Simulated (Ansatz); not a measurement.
Harmonic frequencies (cm⁻¹) at PBE0-D4/def2-TZVP from Ansatz: 141, 216, 247, 266, 308, 376, 663, 710, 746, 809, 844, 860, 900, 938, 954, 1281, 1445, 1449, 2234, 3052, 3134, 3143, 3918, 3923.

Each molecule was computed in one conformer, which needn't be the lowest.

Problem. Which molecule is it?
A. `CO[SiH2][SeH]`
B. `OC[SiH2]O`
C. `C[SiH](O)O`
D. `OCO[SiH3]`

Solution. C.
